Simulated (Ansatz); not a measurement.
Coupled-cluster diagnostics for Cd3S4, Ansatz.

Geometry of the singlet (PBE-D4/def2-SVP):

Cartesian coordinates in Å:
```
Cd -2.968 -2.674 1.244
Cd 2.121 0.422 0.398
Cd -0.707 -0.874 0.516
S 1.871 1.775 -1.580
S -1.331 0.352 -1.523
S -0.177 2.052 -1.069
S 1.191 -1.053 2.013
```

In the def2 sets Cd takes a core potential; there is no spin–orbit coupling. Correlated methods freeze 20 core orbitals; core or outer-core shells of Cd are correlated, in sets that lack core-valence functions. Another isomer (singlet) lies 1.09 eV lower at PBE0-D4/def2-TZVP; other spin states weren't run for this one.

(1) Estimate the CCSD(T) correlation energy, the shares of MP2 and (T), T1 and the reference's ⟨S²⟩ for: charge 0, singlet, own geometry in def2-SVP; and the rough time on 4 threads of Arm Neoverse V2 on a shared host.

Answers

(1) 
```json
{"state": "charge 0, singlet, own geometry", "basis": "def2-SVP", "correlation (eV)": "-45.316", "MP2 share (%)": "97.3", "(T) share (%)": "3.2", "T1": "0.018", "⟨S²⟩ (pure)": "0.00 (0.00)", "wall time": "2.5 min"}
```
Customary marks for T1 are 0.02 (closed shells), 0.045 (open shells) and about 0.05 (3d metals). T1 stays under 0.02 throughout.
